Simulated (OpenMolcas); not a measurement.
Co7+, Rh7+, Ir7+: d2 down the group

| Property | Result |
| --- | --- |
| Program | OpenMolcas 26.06 |
| Method | XMS-CASPT2, IPEA 0.25 Eh, imaginary shift 0.1 Eh |
| Basis | ANO-RCC-VTZP |
| Scalar Hamiltonian | DKH2, point nucleus |
| Spin-orbit coupling | RASSI with atomic mean-field integrals over the reference wave functions, term energies averaged over their components |

Active space for each ion: 2 electrons in 5 orbitals (d); closed shells correlated by CASPT2: Co7+ 3s 3p; Rh7+ 4s 4p; Ir7+ 5s 5p.

Computed levels in cm-1 above 3F2:

```
                               Level   Co7+   Rh7+   Ir7+
                                 3F3   1380   3520  13050
                                 3F4   3080   7230  22290
                                 3P0  23090  15890  17770
                                 3P1  23600  17480  26130
                                 3P2  24830  21400  40020
                                 1G4  33180  24720  37460
                                 1S0  77680  54870  66710
weight of 3F in the lowest level (%)    100     97     86
```

Mixed levels, with the weight of the term that names them: Rh7+ 3P2 (67 %), Ir7+ 3P2 (56 %).

Measured, with the error of the calculation in %. Measured levels: Co7+ from Sugar and Corliss, J. Phys. Chem. Ref. Data 10, 1097 (1981); Ir7+ from van het Hof, Joshi, Wyart and Sugar, J. Res. Natl. Inst. Stand. Technol. 100, 687 (1995).

```csv
Level,Co7+,Ir7+
3F3,1430 (-3.5),12672 (+3.0)
3F4,3144 (-2.1),21615 (+3.1)
3P0,22304 (+3.5),17254 (+3.0)
3P1,22839 (+3.3),25221 (+3.6)
3P2,24055 (+3.2),38878 (+2.9)
1G4,32360 (+2.5),36253 (+3.3)
1S0,74247 (+4.6),65022 (+2.6)
```

The fine-structure level 3F4 changes by a factor of 7.24 from Co7+ to Ir7+.

Without spin-orbit coupling 3P lies 22220, 13960, 13070 cm-1 above 3F in that order; the difference to the level 3P0, of either sign, comes from spin-orbit coupling, which also lowers the zero.

CASPT2 does not keep the components of a term degenerate, so their means are used; among the terms shown or strongly mixed into the levels shown the widest spread is 1300 cm-1 (4d2 1G, Rh7+). Measured partners are found by configuration, term and J. A level has none where our copy of the source lacks it or the pairing is in doubt (some pairs that miss far off the trend of their configuration count as doubtful), and it then counts in no deviation. Only configurations of the active space appear.
